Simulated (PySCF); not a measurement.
C$_{2}$H$_{6}$N (SMILES [CH2]NC), doublet, at a GFN2-xTB geometry, with bond 6-2 at 2.0 times its length. Base run: R2SCAN/def2-SVP in PySCF.

The PySCF input:
```python
from pyscf import gto, scf, dft

mol = gto.Mole()
mol.atom = '''
    C    -0.10972354   -0.15634997    1.26440068
    N     0.10982201    0.48479466    0.05186353
    C    -0.00538562   -0.28027714   -1.16365005
    H     0.06635704    0.43135103    2.14529827
    H    -0.90801326   -0.87495642    1.27945416
    H     1.71235077    1.72173646    0.07685921
    H     0.81807734   -0.99357777   -1.30516267
    H    -0.02617055    0.40042004   -2.01496601
    H    -0.93943611   -0.84030228   -1.13653354
'''
mol.basis = 'def2-svp'
mol.spin = 1
mol.verbose = 4
mol.build()

mf = dft.UKS(mol)
mf.xc = 'r2scan'
mf.kernel()
```

The base run was repeated with changes; each row names its change, and settings that it needs were set with it.

| change | ΔE vs base (mEh) | SCF cycles | <S^2> | outcome |
|---|---|---|---|---|
| base | 0.000 | 15 | 0.786 | converged |
| conv_tol = 1e-11 | 0.000 | 17 | 0.786 | converged |
| solver = newton | 0.000 | - | 0.786 | converged |
| level_shift = 0.5 (with mf.max_cycle = 100) | 0.000 | 50 | 0.786 | converged |
| diis_space = 4 | 0.000 | 30 | 0.786 | converged |
| init_guess = mod_huckel | 0.000 | 20 | 0.786 | converged |
| init_guess = 1e | 0.000 | 21 | 0.786 | converged |
| diis = off; damp = 0.3 (with mf.diis_start_cycle = 200; with mf.max_cycle = 150) | - | 150 | - | not converged |
| conv_tol = 1e-7 | 0.000 | 12 | 0.786 | converged |
| conv_tol_grad = 1e-7 | 0.000 | 20 | 0.786 | converged |
| init_guess = sap | 0.000 | 19 | 0.786 | converged |
| diis = off (with mf.max_cycle = 100) | - | 100 | - | not converged |
| diis_space = 20 | 0.000 | 14 | 0.786 | converged |

Open shells are given as the SCF converged; they aren't shown to be the lowest states, and a large step between rows can be another state.
